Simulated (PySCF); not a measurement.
FK (SMILES [F][K]), singlet, geometry from GFN2-xTB (such geometries of metal compounds can be far from the true shape); PySCF with SVWN5/6-31G**.

PySCF was given this input:
```python
from pyscf import gto, scf, dft

mol = gto.Mole()
mol.atom = '''
    K    -0.00000000   -0.00000000   -0.64992819
    F     0.00000000    0.00000000    1.37207062
'''
mol.basis = '6-31g**'
mol.verbose = 5
mol.build()

mf = dft.RKS(mol)
mf.xc = 'lda,vwn'
mf.grids.level = 5
mf.kernel()
```

Task: Predict the main parts of the log of this PySCF run.

Result: 
```
PySCF version 2.14.0

[INPUT] verbose = 5
[INPUT] max_memory = 4000
[INPUT] num. atoms = 2
[INPUT] num. electrons = 28
[INPUT] charge = 0
[INPUT] spin (= nelec alpha-beta = 2S) = 0
[INPUT] symmetry False subgroup None
[INPUT] Mole.unit = angstrom
[INPUT] Symbol           X                Y                Z      unit          X                Y                Z       unit  Magmom
[...]
[INPUT] ---------------- BASIS SET ----------------
[INPUT] l, kappa, [nprim/nctr], expnt,             c_1 c_2 ...
[INPUT] F
[...]
                                1051.36609        0.0139160796
                                239.28569         0.0684053245
                                67.3974453        0.23318576
                                21.5199573        0.471267439
                                7.4031013         0.356618546
[...]
                                4.80830834        -0.146451658
                                1.34406986        1.12868858
[...]
                                4.80830834        0.345912103
                                1.34406986        0.722469957
[...]
[INPUT] K
[...]
                                4744.33           0.01399403
                                1080.419          0.06887129
                                304.2338          0.236976
                                97.24586          0.482904
                                33.02495          0.3404795
[...]
                                147.8839          -0.0331555
                                47.32735          -0.1226387
                                17.51495          0.05353643
                                6.922722          0.619386
                                2.768277          0.4345878
[...]
                                4.079211          0.2098767
                                1.763481          -0.003095274
                                0.788927          -0.5593884
                                0.350387          -0.513476
                                0.146344          -0.06598035
[...]
                                0.233741          -0.2798503
                                0.038675          1.141547
[...]
                                147.8839          0.03145199
                                47.32735          0.1351558
                                17.51495          0.33905
                                6.922722          0.4629455
                                2.768277          0.2242638
[...]
                                4.079211          -0.006900537
                                1.763481          0.2007466
                                0.788927          0.4281332
                                0.350387          0.3970156
                                0.146344          0.1104718
[...]
                                0.233741          -0.0404616
                                0.038675          1.012029
[...]
nuclear repulsion = 44.7524017421751
number of shells = 16
number of NR pGTOs = 102
number of NR cGTOs = 36
basis = 6-31g**
ecp = {}

******** <class 'pyscf.dft.rks.RKS'> ********
method = RKS
initial guess = minao
damping factor = 0
level_shift factor = 0
DIIS = <class 'pyscf.scf.diis.CDIIS'>
diis_start_cycle = 1
diis_space = 8
diis_damp = 0
SCF conv_tol = 1e-09
SCF conv_tol_grad = None
SCF max_cycles = 50
direct_scf = True
direct_scf_tol = 1e-13
XC library pyscf.dft.libxc version 7.1.2
    S. Lehtola, C. Steigemann, M. J. T. Oliveira, and M. A. L. Marques,  SoftwareX 7, 1–5 (2018)
XC functionals = lda,vwn
    P. A. M. Dirac,  Math. Proc. Cambridge Philos. Soc. 26, 376 (1930)
    F. Bloch,  Z. Phys. 57, 545 (1929)
    S. H. Vosko, L. Wilk, and M. Nusair,  Can. J. Phys. 58, 1200 (1980)
radial grids:
    Treutler-Ahlrichs [JCP 102, 346 (1995); DOI:10.1063/1.469408] (M4) radial grids

becke partition: Becke, JCP 88, 2547 (1988); DOI:10.1063/1.454033
pruning grids: <function nwchem_prune>
grids dens level: 5
symmetrized grids: False
atomic radii adjust function: <function treutler_atomic_radii_adjust>
small_rho_cutoff = 0
Set gradient conv threshold to 3.16228e-05
Initial guess from minao.
atom K rad-grids = 120, ang-grids = [ 50  50  50  50  50  50  50  50  50  50  50  50  50  50  50  50  50  50
  50  50  50  50  50  50  50  50  50  50  50  50  50  50  50  50  50  50
  50  50  50  50  86  86  86  86  86  86  86  86  86  86  86  86  86  86
  86  86  86  86  86  86  86  86 590 590 590 590 590 590 590 590 590 590
 590 590 590 590 590 770 770 770 770 770 770 770 770 770 770 770 770 770
 770 770 770 770 770 770 770 770 770 770 770 770 770 770 770 590 590 590
 590 590 590 590 590 590 590 590 590 590 590 590]
atom F rad-grids = 105, ang-grids = [ 50  50  50  50  50  50  50  50  50  50  50  50  50  50  50  50  50  50
  50  50  50  50  50  50  50  50  50  50  50  50  86  86  86  86  86  86
  86  86  86  86  86  86  86 590 590 590 590 590 590 590 590 590 770 770
 770 770 770 770 770 770 770 770 770 770 770 770 770 770 770 770 770 770
 770 770 770 770 770 770 590 590 590 590 590 590 590 590 590 590 590 590
 590 590 590 590 590 590 590 590 590 590 590 590 590 590 590]
tot_boxes 972, boxes in each direction [ 7  7 10]
Padding 2 grids
tot grids = 87032
nelec by numeric integration = 27.982352092108563
E1 = -1051.5926693274348  E2 = 309.5986546476199  Ecoul = 350.98946193944647  Exc = -41.39080729182652
init E= -697.24161293764
cond(S) = 30.724826837450163
[...]
  mo_energy =
[-1.28365532e+02 -2.42687997e+01 -1.28368761e+01 -1.02819865e+01
 -1.02817893e+01 -1.02817893e+01 -1.29967706e+00 -1.15338883e+00
 -7.16234327e-01 -7.04963245e-01 -7.04963245e-01 -4.73976137e-01
 -4.73976137e-01 -4.56844839e-01 -8.69045197e-02 -3.45869276e-02
 -3.45869276e-02 -2.82519277e-02  2.20343820e-02  4.06764110e-02
  4.06764110e-02  4.63865712e-02  2.02787477e-01  2.02787484e-01
  2.09559873e-01  2.09559873e-01  2.75620221e-01  1.04524372e+00
  1.06140053e+00  1.06140053e+00  1.45867198e+00  1.66320643e+00
  1.66320748e+00  1.67821571e+00  1.70109858e+00  1.70109858e+00]
[...]
cycle= 3 E= -697.270625179718  delta_E=  -11  |g|= 0.674  |ddm|= 3.47
[...]
  mo_energy =
[-1.28298529e+02 -2.38875677e+01 -1.27749593e+01 -1.02199674e+01
 -1.02199674e+01 -1.02180527e+01 -1.24547908e+00 -8.21953274e-01
 -6.59354726e-01 -6.59354726e-01 -6.32476022e-01 -1.45412343e-01
 -1.45412343e-01 -1.34623521e-01 -4.56829887e-02  1.00005739e-02
  1.00005739e-02  2.90464669e-02  5.19246417e-02  7.54541244e-02
  7.54541244e-02  1.00689353e-01  2.39156297e-01  2.39156300e-01
  2.74385640e-01  2.74385640e-01  3.28204448e-01  1.31700188e+00
  1.32444929e+00  1.32444929e+00  1.72203316e+00  1.95545003e+00
  1.95545108e+00  1.96988953e+00  1.98988680e+00  1.98988680e+00]
nelec by numeric integration = 28.000000040672795
E1 = -1055.7673944430528  E2 = 313.65086372920706  Ecoul = 355.3819528400979  Exc = -41.73108911089083
cycle= 4 E= -697.364128971671  delta_E= -0.0935  |g|= 0.0704  |ddm|= 0.723
[...]
  mo_energy =
[-1.28322284e+02 -2.38592493e+01 -1.27914410e+01 -1.02371000e+01
 -1.02371000e+01 -1.02360026e+01 -1.24622185e+00 -8.22896647e-01
 -6.60049279e-01 -6.60049279e-01 -6.34646785e-01 -1.46667389e-01
 -1.46667389e-01 -1.37681027e-01 -5.50438107e-02  9.98742737e-04
  9.98742737e-04  2.20203593e-02  4.57692542e-02  6.93928423e-02
  6.93928423e-02  9.34791482e-02  2.41909276e-01  2.41909280e-01
  2.76447280e-01  2.76447280e-01  3.31557516e-01  1.31333703e+00
  1.32424347e+00  1.32424347e+00  1.72044888e+00  1.94948574e+00
  1.94948679e+00  1.96112680e+00  1.98261763e+00  1.98261763e+00]
nelec by numeric integration = 28.000000055468693
E1 = -1055.5448264626868  E2 = 313.42731735429186  Ecoul = 355.1259534075411  Exc = -41.6986360532492
cycle= 5 E= -697.36510736622  delta_E= -0.000978  |g|= 0.0123  |ddm|= 0.0799
[...]
  mo_energy =
[-1.28323427e+02 -2.38616015e+01 -1.27925535e+01 -1.02381969e+01
 -1.02381969e+01 -1.02371423e+01 -1.24731076e+00 -8.27221393e-01
 -6.60903926e-01 -6.60903926e-01 -6.36114768e-01 -1.50818587e-01
 -1.50818587e-01 -1.41777829e-01 -5.76615799e-02 -8.52870688e-04
 -8.52870688e-04  2.05032966e-02  4.43812455e-02  6.79936329e-02
  6.79936329e-02  9.18264267e-02  2.41094694e-01  2.41094697e-01
  2.75060546e-01  2.75060546e-01  3.30130415e-01  1.31020251e+00
  1.32100913e+00  1.32100913e+00  1.71686448e+00  1.94525260e+00
  1.94525365e+00  1.95701656e+00  1.97846717e+00  1.97846717e+00]
nelec by numeric integration = 28.000000051177242
E1 = -1055.5965643111274  E2 = 313.4790221303292  Ecoul = 355.1842675011692  Exc = -41.705245370839954
cycle= 6 E= -697.365140438623  delta_E= -3.31e-05  |g|= 0.000277  |ddm|= 0.0162
[...]
  mo_energy =
[-1.28323918e+02 -2.38617962e+01 -1.27929955e+01 -1.02386430e+01
 -1.02386430e+01 -1.02375932e+01 -1.24763551e+00 -8.27391558e-01
 -6.61203164e-01 -6.61203164e-01 -6.36419252e-01 -1.50981194e-01
 -1.50981194e-01 -1.41934162e-01 -5.79646213e-02 -1.05190776e-03
 -1.05190776e-03  2.03769991e-02  4.42493626e-02  6.78487238e-02
  6.78487238e-02  9.16757588e-02  2.40917246e-01  2.40917249e-01
  2.74877710e-01  2.74877710e-01  3.29948062e-01  1.31007475e+00
  1.32087871e+00  1.32087871e+00  1.71671798e+00  1.94510725e+00
  1.94510829e+00  1.95686943e+00  1.97832201e+00  1.97832201e+00]
nelec by numeric integration = 28.000000051021637
E1 = -1055.5957804634372  E2 = 313.478238249165  Ecoul = 355.18338708099634  Exc = -41.70514883183137
cycle= 7 E= -697.365140472097  delta_E= -3.35e-08  |g|= 0.000201  |ddm|= 0.000953
[...]
  mo_energy =
[-1.28323896e+02 -2.38618403e+01 -1.27929789e+01 -1.02386255e+01
 -1.02386255e+01 -1.02375764e+01 -1.24762937e+00 -8.27441546e-01
 -6.61197648e-01 -6.61197648e-01 -6.36421676e-01 -1.51030400e-01
 -1.51030400e-01 -1.41987004e-01 -5.79925783e-02 -1.06965205e-03
 -1.06965205e-03  2.03651589e-02  4.42412669e-02  6.78402141e-02
  6.78402141e-02  9.16627265e-02  2.40915605e-01  2.40915609e-01
  2.74870330e-01  2.74870330e-01  3.29941920e-01  1.31002868e+00
  1.32083613e+00  1.32083613e+00  1.71667338e+00  1.94505834e+00
  1.94505938e+00  1.95681683e+00  1.97827082e+00  1.97827082e+00]
nelec by numeric integration = 28.00000005096079
E1 = -1055.596487698687  E2 = 313.4789454750536  Ecoul = 355.1841810580414  Exc = -41.70523558298782
cycle= 8 E= -697.365140481458  delta_E= -9.36e-09  |g|= 4.23e-05  |ddm|= 0.000255
[...]
  mo_energy =
[-1.28323900e+02 -2.38618518e+01 -1.27929818e+01 -1.02386284e+01
 -1.02386284e+01 -1.02375795e+01 -1.24763103e+00 -8.27449591e-01
 -6.61199018e-01 -6.61199018e-01 -6.36424150e-01 -1.51038583e-01
 -1.51038583e-01 -1.41994671e-01 -5.79948497e-02 -1.07122853e-03
 -1.07122853e-03  2.03641599e-02  4.42404465e-02  6.78392847e-02
  6.78392847e-02  9.16612556e-02  2.40914837e-01  2.40914841e-01
  2.74868626e-01  2.74868626e-01  3.29940347e-01  1.31002189e+00
  1.32082918e+00  1.32082918e+00  1.71666669e+00  1.94505124e+00
  1.94505229e+00  1.95681016e+00  1.97826410e+00  1.97826410e+00]
nelec by numeric integration = 28.000000050950405
E1 = -1055.5966787906582  E2 = 313.47913656666515  Ecoul = 355.1843954965128  Exc = -41.70525892984769
cycle= 9 E= -697.365140481818  delta_E= -3.6e-10  |g|= 1.28e-06  |ddm|= 4.29e-05
[...]
  mo_energy =
[-1.28323899e+02 -2.38618527e+01 -1.27929815e+01 -1.02386282e+01
 -1.02386282e+01 -1.02375792e+01 -1.24763093e+00 -8.27449955e-01
 -6.61198930e-01 -6.61198930e-01 -6.36424112e-01 -1.51038915e-01
 -1.51038915e-01 -1.41994973e-01 -5.79948537e-02 -1.07133921e-03
 -1.07133921e-03  2.03640386e-02  4.42403206e-02  6.78391558e-02
  6.78391558e-02  9.16611137e-02  2.40914809e-01  2.40914813e-01
  2.74868533e-01  2.74868533e-01  3.29940259e-01  1.31002173e+00
  1.32082894e+00  1.32082894e+00  1.71666637e+00  1.94505106e+00
  1.94505211e+00  1.95680998e+00  1.97826391e+00  1.97826391e+00]
nelec by numeric integration = 28.000000050950153
E1 = -1055.5966909759418  E2 = 313.4791487519498  Ecoul = 355.1844091178036  Exc = -41.70526036585382
Extra cycle  E= -697.365140481817  delta_E= 1.14e-12  |g|= 2.07e-06  |ddm|= 2.41e-06
converged SCF energy = -697.365140481817
```
